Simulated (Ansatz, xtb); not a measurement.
# C4H5F3O: which of two isomers lies lower

Structure I: `F[C@@H]1C[C@@H](F)[C@@H](F)O1`, a singlet. Structure II: `C=C(C)OC(F)(F)F`, a singlet. Both are isolated molecules in the gas phase, relaxed with r2SCAN-D4/def2-SVP; the shapes shown needn't be the lowest conformers.

I (Å):

```yaml
atoms:
  - { symbol: C, position_ang: [0.3300, 1.7878, -0.0842] }
  - { symbol: C, position_ang: [-0.0890, 0.6821, -1.0331] }
  - { symbol: C, position_ang: [-0.7391, -0.2813, -0.0511] }
  - { symbol: C, position_ang: [0.2307, -0.1719, 1.1287] }
  - { symbol: F, position_ang: [-0.7390, 2.6352, 0.1231] }
  - { symbol: F, position_ang: [-0.8353, -1.5631, -0.5169] }
  - { symbol: F, position_ang: [1.3094, -0.9851, 0.8753] }
  - { symbol: O, position_ang: [0.6375, 1.1592, 1.1373] }
  - { symbol: H, position_ang: [1.1847, 2.4096, -0.3930] }
  - { symbol: H, position_ang: [-0.7490, 1.0464, -1.8307] }
  - { symbol: H, position_ang: [0.7941, 0.1894, -1.4691] }
  - { symbol: H, position_ang: [-1.7403, 0.0715, 0.2529] }
  - { symbol: H, position_ang: [-0.1672, -0.4423, 2.1192] }
```

II (Å):

```xyz
13

C     0.1782    2.8291   -1.0112
C     0.7486    1.8478   -0.3074
C     2.1751    1.7774    0.1269
C     0.3069   -0.4504    0.1441
F    -0.7522   -1.2244    0.3370
F     0.8957   -0.8019   -1.0108
F     1.1905   -0.7078    1.1276
O    -0.1078    0.8295    0.1389
H    -0.8822    2.7857   -1.2667
H     0.7681    3.6925   -1.3207
H     2.7032    2.6813   -0.2026
H     2.2479    1.6957    1.2229
H     2.6879    0.9013   -0.3006
```

Task: Estimate which is lower in electronic energy at CCSD(T)/def2-SVP + ΔMP2/def2-TZVPP, and by roughly how much.

Result: Not settled: CCSD(T)/def2-SVP + ΔMP2/def2-TZVPP gives E(II) − E(I) = +13.6 kJ/mol, but this leans on the basis-set step: CCSD(T) alone gives −8.6 kJ/mol.

Level by level:

```csv
level,geometry,E(II) − E(I) (kJ/mol),departure from the last row (kJ/mol),"job, with rough time for the two"
GFN2-xTB,GFN2-xTB,+40.2,+26.5,"optimisation, 0.2 s"
HF/STO-3G,GFN2-xTB,+113.8,+100.2,"single point, 0.32 s"
r2SCAN-D4/def2-SVP//GFN2-xTB,GFN2-xTB,−1.4,−15.0,"single point, 3.1 s"
r2SCAN-D4/def2-SVP,r2SCAN-D4/def2-SVP,−4.7,−18.3,"optimisation, 32 s"
HF/def2-SVP,r2SCAN-D4/def2-SVP,−5.0,−18.6,part of the CCSD(T) run
MP2/def2-SVP,r2SCAN-D4/def2-SVP,−8.2,−21.9,part of the CCSD(T) run
CCSD(T)/def2-SVP,r2SCAN-D4/def2-SVP,−8.6,−22.3,single point
CCSD(T)/def2-SVP + ΔMP2/def2-TZVPP,r2SCAN-D4/def2-SVP,+13.6,,"single point, 73 s"
```

As drawn, II has 1 C=C in place of 2 C–C. Structure I has a 5-membered ring, II no ring.

r2SCAN-D4/def2-SVP, HF/def2-SVP, MP2/def2-SVP, CCSD(T)/def2-SVP put the two in the other order. r2SCAN-D4/def2-SVP//GFN2-xTB finds them nearly level. The largest departure from CCSD(T)/def2-SVP + ΔMP2/def2-TZVPP is that of HF/STO-3G, 100.2 kJ/mol. The last row adds to CCSD(T) the change of the MP2 difference between the two basis sets, here +22.3 kJ/mol, a large step that makes the value less sure.

With thermal terms from frequencies at re-optimised GFN2-xTB minima (ideal gas, soft modes damped towards free rotors, one conformer each, 298.15 K, 1 atm): on the last row, ΔE + ΔZPE = +4.9, ΔH = +8.3, ΔG = +2.1 kJ/mol.

The correlated steps freeze 8 core orbitals. Mirror images aren't counted in ΔG. Codes used: Ansatz 0.2.0, xtb 6.7.1; the last row on 4 threads of Arm Neoverse V2 on a shared host.
